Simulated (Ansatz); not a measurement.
C$_{4}$H$_{12}$Sn (`C[CH2][SnH2][CH2]C`), relaxed with RKS PBE0-D4/def2-TZVP in Ansatz from a PBE-D4/def2-SVP geometry. The force threshold is 0.005 eV/Å; the program also tests the step.

The species carries charge 0 and has multiplicity 1. Sn takes the def2 core potential.

Start:

```xyz
17

C     0.119   -1.624    1.592
C    -0.894   -0.485    1.462
Sn   -1.355    0.028   -0.614
C     0.520    0.500   -1.637
C     1.333    1.587   -0.931
H     0.346   -1.855    2.655
H    -0.249   -2.562    1.127
H     1.086   -1.378    1.103
H    -1.852   -0.734    1.964
H    -0.521    0.445    1.941
H    -2.413    1.407   -0.668
H    -2.140   -1.316   -1.390
H     1.090   -0.450   -1.707
H     0.266    0.793   -2.677
H     2.282    1.807   -1.467
H     0.774    2.544   -0.858
H     1.608    1.293    0.104
```

| step | energy (eV) | largest force (eV/Å) | largest move (Å) |
| --- | --- | --- | --- |
| 1 | -10171.4519 | 0.543 | 0.000 |
| 2 | -10171.5140 | 0.206 | 0.065 |
| 3 | -10171.5223 | 0.071 | 0.032 |
| 4 | -10171.5235 | 0.018 | 0.016 |
| 5 | -10171.5236 | 0.006 | 0.005 |
| 6 | -10171.5237 | 0.002 | 0.003 |

End:

```xyz
17

C     0.122   -1.604    1.567
C    -0.887   -0.471    1.445
Sn   -1.335    0.029   -0.603
C     0.511    0.484   -1.617
C     1.316    1.569   -0.917
H     0.342   -1.837    2.614
H    -0.244   -2.524    1.101
H     1.072   -1.355    1.086
H    -1.827   -0.728    1.939
H    -0.517    0.436    1.928
H    -2.375    1.393   -0.667
H    -2.118   -1.298   -1.359
H     1.083   -0.445   -1.685
H     0.266    0.777   -2.641
H     2.252    1.780   -1.443
H     0.761    2.509   -0.855
H     1.579    1.283    0.106
```

Run time 42 s (4 threads of an Arm Neoverse V1 on a shared host); peak host memory 0.83 GiB.
